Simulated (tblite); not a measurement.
4-ethylbenzoyl chloride, C₉H₉ClO.
Numbering: `[CH3:1][CH2:2][c:3]1[cH:4][cH:5][c:6]([C:7](=[O:8])[Cl:9])[cH:10][cH:11]1` (hydrogens: H12, H13, H14 on C1; H15, H16 on C2; H17 on C4; H18 on C5; H19 on C10; H20 on C11)

Structure used (GFN2-xTB), in Å, numbered top down from 1:
```
atom  x, y, z in Å
C1     2.8865    0.3187   -0.7410
C2     2.1153    0.2890    0.5812
C3     0.6522    0.0886    0.3240
C4     0.1159   -1.1936    0.2392
C5    -1.2221   -1.3807   -0.0322
C6    -2.0641   -0.2802   -0.2289
C7    -3.4690   -0.5652   -0.5025
O8    -3.9853   -1.6342   -0.5880
Cl9   -4.4832    0.8803   -0.7230
C10   -1.5295    1.0058   -0.1508
C11   -0.1879    1.1795    0.1206
H12    2.5261    1.1273   -1.3726
H13    2.7567   -0.6187   -1.2768
H14    3.9471    0.4687   -0.5553
H15    2.4972   -0.5236    1.2016
H16    2.2731    1.2302    1.1110
H17    0.7572   -2.0495    0.3926
H18   -1.6425   -2.3731   -0.0932
H19   -2.1669    1.8626   -0.3005
H20    0.2180    2.1789    0.1819
```

Computed with GFN2-xTB (tblite): harmonic, unscaled wavenumbers at the GFN2-xTB geometry, gas phase. This tight-binding method is rough: wavenumbers can miss measured ones by several per cent, in bad cases by 10 to 20. One conformer, not necessarily the lowest.

Harmonic wavenumbers (cm⁻¹): 26.0, 41.3, 68.2, 154.3, 172.9, 206.4, 278.6, 321.6, 353.4, 366.2, 416.2, 465.6, 505.4, 600.7, 617.5, 629.6, 704.0, 774.8, 824.5, 826.0, 869.5, 878.2, 922.3, 930.8, 1004.6, 1032.2, 1064.7, 1077.0, 1143.6, 1180.2, 1207.0, 1229.4, 1249.5, 1273.6, 1315.3, 1341.2, 1408.7, 1410.5, 1475.9, 1484.9, 1496.0, 1503.1, 1568.0, 1592.9, 1786.8, 2983.2, 2991.0, 3038.8, 3040.5, 3043.7, 3080.8, 3082.1, 3099.6, 3109.3.

A = 2619, B = 460.7, C = 407.6 MHz; mass 168.034 u (most abundant isotopes); point group C1, symmetry number 1.

Task: What is the zero-point energy?

Result: Half the sum of the wavenumbers: 33634 cm⁻¹ = 402.35 kJ/mol.

Task: Give the ideal-gas entropy at 298.15 K and 1 bar in the rigid-rotor, harmonic-oscillator model (classical rotation).

Result: Translation 172.76, rotation 129.11, vibration 139.93: S = 441.8 J/(mol K).

Task: And Cp and H(298.15 K) − H(0)?

Result: Cp = 172.02 J/(mol K), of which vibrations give 138.77 (their classical limit is 54 R = 449.0); H(298.15 K) − H(0) = 30.74 kJ/mol without the zero-point energy, 20.82 from vibrations.

Task: How do the functions run with temperature in this model?

Result: 
```json
{"T (K)": "150", "S (J/(mol K))": "350.3", "Cp (J/(mol K))": "103.0", "H − H(0) (kJ/mol)": "10.43", "G − H(0) (kJ/mol)": "-42.12", "ln q(vib)": "4.21"}
{"T (K)": "250", "S (J/(mol K))": "413.6", "Cp (J/(mol K))": "149.1", "H − H(0) (kJ/mol)": "23.01", "G − H(0) (kJ/mol)": "-80.39", "ln q(vib)": "7.07"}
{"T (K)": "400", "S (J/(mol K))": "498.9", "Cp (J/(mol K))": "218.3", "H − H(0) (kJ/mol)": "50.66", "G − H(0) (kJ/mol)": "-148.92", "ln q(vib)": "11.29"}
{"T (K)": "600", "S (J/(mol K))": "601.8", "Cp (J/(mol K))": "289.1", "H − H(0) (kJ/mol)": "101.86", "G − H(0) (kJ/mol)": "-259.20", "ln q(vib)": "16.85"}
{"T (K)": "900", "S (J/(mol K))": "732.7", "Cp (J/(mol K))": "354.9", "H − H(0) (kJ/mol)": "199.37", "G − H(0) (kJ/mol)": "-460.03", "ln q(vib)": "24.75"}
```

q(vib) and H(0) count from the zero-point level.

Task: Which modes carry the vibrational entropy at 298.15 K?

Result: 26.0 cm⁻¹: 25.58; 41.3 cm⁻¹: 21.74; 68.2 cm⁻¹: 17.59; 154.3 cm⁻¹: 10.96; 172.9 cm⁻¹: 10.06; 206.4 cm⁻¹: 8.68 J/(mol K); the other 48 give 45.32 together.

Task: Blend soft modes into free rotors: weight 1/[1 + (100 cm⁻¹/ν̃)⁴] for the oscillator and the rest for a rotor with moment μB/(μ + B), μ = h/(8π²ν), B = 10⁻⁴⁴ kg m². What vibrational entropy results?

Result: 122.58 J/(mol K) in place of 139.93, which changes −T·S at 298.15 K by +5.17 kJ/mol.

Task: What must be added to the electronic energy to get the Gibbs energy at 298.15 K and 1 bar?

Result: ZPE + [H(298.15 K) − H(0)] − T·S = 402.35 + 30.74 − 131.72 = 301.37 kJ/mol.

Hindered rotation and anharmonicity are outside this model. Other conformers, if any are populated, would add a mixing term that is left out. The structure is chiral; the term R ln 2 for an equal mix with its mirror image is left out.
